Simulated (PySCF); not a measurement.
Precursor series Zr NH2-H. Isolated molecules, 0 K electronic values unless said otherwise. One relaxed conformer stands for each flexible species; it need not be the lowest.

The HOMO from two functionals at the same geometries (BP86-D3(BJ)/def2-SVP), both in PySCF: PBE-D3(BJ)/def2-TZVP and TPSSh-D3(BJ)/def2-TZVP. 

| species | PBE-D3(BJ)/def2-TZVP (eV) | TPSSh-D3(BJ)/def2-TZVP (eV) |
|---|---|---|
| 0 of 4 NH2 replaced by H ([Zr(NH2)4]) | -5.34 | -5.93 |
| 1 of 4 NH2 replaced by H ([Zr(NH2)3(H)]) | -5.70 | -6.39 |
| 2 of 4 NH2 replaced by H ([Zr(NH2)2(H)2]) | -6.06 | -6.78 |
| 3 of 4 NH2 replaced by H | -6.57 | -7.28 |
| 4 of 4 NH2 replaced by H ([Zr(H)4]) | -7.20 | -7.96 |

Over these rows, drawn at random from the members with no instability flagged (it was tested for open shells, ions and some series alone), PBE minus TPSSh-D3(BJ): mean +0.69 eV, from +0.59 eV to +0.75 eV.
